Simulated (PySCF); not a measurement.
## Excitation energy of Mo by level of theory

Mo [Kr] 4d5 5s1 (7S) → Mo [Kr] 4d4 5s1 5p1 (high-spin determinant), as a difference of total energies. Computed with PySCF 2.14 in aug-cc-pVTZ-PP with ECP28MDF (6s6p5d3f2g, 88 functions), with a scalar-relativistic core potential. Correlated levels: valence: 4s2 4p6 frozen. The calculations carry no spin-orbit coupling.

```csv
method,excitation energy (eV)
UHF,2.831
MP2 (valence),3.373
SCS-MP2 (valence),3.012
CCSD (valence),3.195
CCSD(T) (valence),3.223
```

**Question.** How much does correlation contribute at CCSD(T) (valence)?

**Answer.** 3.223 − (2.831) = 0.392 eV, measured against UHF.

The coupled-cluster amplitudes are large for the upper state (T1 above 0.03 or a double amplitude above 0.15), so a single reference is strained.

The determinant of the upper state mixes LS terms, which raises its energy above the lowest term, most at the Hartree-Fock and MP2 levels.
